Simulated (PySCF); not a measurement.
Cartesian coordinates (Å):
```xyz
13

Zr    -0.6914     0.2724     0.1869
O      0.8023     0.1836     1.3834
C      2.0317     0.0068     2.0342
H      2.8396     0.5698     1.5156
H      2.3155    -1.0689     2.0609
H      1.9699     0.3753     3.0818
O     -0.4014    -0.4370    -1.5689
C      0.0804    -1.0060    -2.7567
H      0.3733    -2.0677    -2.5972
H      0.9684    -0.4497    -3.1317
H     -0.7046    -0.9774    -3.5441
H     -2.0895    -0.7211     0.9663
H     -1.1320     2.0927    -0.0176
```
Charge 0, multiplicity 1.

Q: What LUMO, dipole moment, total energy, charge on the central atom (Mulliken), HOMO–LUMO gap and HOMO does TPSSh-D3(BJ)/def2-TZVP // BP86-D3(BJ)/def2-SVP in PySCF give?

A: 
```json
{
  "LUMO": "-1.56 eV",
  "dipole_moment": "3.37 D",
  "total_energy": "-7584.21 eV",
  "charge on the central atom (Mulliken)": "1.19 e",
  "HOMO–LUMO gap": "5.27 eV",
  "HOMO": "-6.84 eV"
}
```
